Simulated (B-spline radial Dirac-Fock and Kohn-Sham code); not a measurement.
Dipole and non-dipole photoemission parameters of Xe 3p1/2

System: atomic xenon in the configuration [Kr] 4d10 5s2 5p6; threshold 1002.1 eV (tabulated edge). Calculated with a radial finite-basis atomic code, using Dirac-Hartree-Slater photoionisation with a Latter tail; cross sections with all multipoles, angular parameters from the dipole term and its interference with E2.

```tsv
hν (eV)	σ (kb)	β	γ	δ
1486.9	72.5	1.414	0.208	0.023
1500	71.6	1.421	0.200	0.022
3450	16.1	1.598	0.126	0.004
4000	11.7	1.581	0.236	0.007
4250	10.3	1.572	0.287	0.009
4950	7.28	1.546	0.429	0.013
5020	7.05	1.543	0.443	0.014
5480	5.74	1.525	0.534	0.017
7010	?	?	?	?
7880	2.34	1.434	0.948	0.038
8047.8	2.22	1.428	0.973	0.040
15000	0.412	1.221	1.748	0.111
```

Question: Give the values at 7010 eV.

Answer: σ = 3.14 kb, β = 1.466, γ = 0.810, δ = 0.030.
